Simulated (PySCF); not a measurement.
NMR data sheet: C₇H₉NOSi

```yaml
Formula: C7H9NOSi
SMILES: C=C(C#N)[Si@H]1CC=C(C)O1
InChI: InChI=1S/C7H9NOSi/c1-6-3-4-10(9-6)7(2)5-8/h3,10H,2,4H2,1H3/t10-/m1/s1
Point_group_of_the_computed_structure: C1
Degrees_of_unsaturation: 5
Carbon_signals: 7
Proton_signals: 7
```

Mapped SMILES: `[CH2:1]=[C:2]([C:3]#[N:4])[Si@H:5]1[CH2:6][CH:7]=[C:8]([CH3:9])[O:10]1`. Each H is labelled by its parent atom. Ha(C6) is cis to C2 on the ring; Ha(C1) is cis to C3; Hb(C6) is trans to C2 on the ring; Hb(C1) is trans to C3.

One conformer, fast rotation and ring inversion assumed for equivalent nuclei, no solvent, non-relativistic Hamiltonian. PBE0/pcSseg-1 with gauge-including orbitals; structure optimised with GFN2-xTB; PySCF 2.14.0 with density-fitted response routines.

Chemical shifts δ = σref − σ; ¹H, ¹³C, ²⁹Si against TMS; ¹⁵N vs NH3; ¹⁷O against H2O, all at this level.

```tsv
carbon	δC, type	δH (multiplicity)	HMBC from (2–3 bonds)	span of the C tensor (ppm)
C1	157.3, CH2	Hb(C1) 6.77 (br s); Ha(C1) 7.14 (br s)	H(Si5)	275
C2	125.7, C	–	Ha(C1), Hb(C1), H(Si5), Hb(C6), Ha(C6)	218
C3	122.5, C	–	Ha(C1), Hb(C1), H(Si5)	350
C6	20.4, CH2	Ha(C6) 1.87 (m); Hb(C6) 1.96 (m)	H(Si5), H(C7)	34
C7	104.8, CH	5.16 (m)	H(Si5), H(C9), Hb(C6), Ha(C6)	156
C8	164.2, C	–	H(Si5), H(C7), H(C9), Hb(C6), Ha(C6)	168
C9	20.3, CH3	1.97 (s)	H(C7)	34
```

Other nuclei:
| atoms | nucleus | environment | δ (ppm) | σ (ppm) |
| --- | --- | --- | --- | --- |
| H(Si5) | ¹H | hydrogen on a silicon bonded to 2 C, O, in a 5-membered ring | 5.49 | 26.22 |
| Si5 | ²⁹Si | silicon bonded to 2 C, O, H, in a 5-membered ring | 7.6 | 341.6 |
| N4 | ¹⁵N | nitrile nitrogen | 325.8 | -58.0 |
| O10 | ¹⁷O | oxygen bonded to C, Si, in a 5-membered ring | 126.9 | 209.2 |

Carbon types of the structure: 3 × C, 1 × CH, 2 × CH2, 1 × CH3, leaving 1 H on heteroatoms. δC 164.2: alkene carbon bearing oxygen; an sp2 carbon further deshielded by the attached heteroatom. δC 157.3: terminal =CH2 carbon; the olefinic region. δC 125.7: fully substituted alkene carbon; the olefinic region. δC 122.5: nitrile carbon; this is the usual window of a C≡N carbon, which has no attached hydrogen. δC 104.8: β carbon of an enol-ether or enamine type C=C; the O or N lone pair pushes π density onto this β carbon and shields it.

Shifts are as computed. Against solution values, carbons near 30 ppm lie about +3 ppm off and those near 130 ppm about +5 ppm. Of 1211 compounds with measured shifts, 218 miss one by over three times the rms of a fit or turn the order of signals round; such compounds aren't used in these exercises. Experimental scales use liquid or dissolved standards, which lie at an offset from isolated NH3 (liquid NH3: subtract about 20 ppm) and H2O (liquid H2O: subtract about 36 ppm). Unscaled 15N shifts of sp2 nitrogen come out 20 to 40 ppm too high even then. Multiplicities follow the n + 1 count of equivalent neighbours, as no J values were calculated; m marks all less simple cases, F and P coupling included.
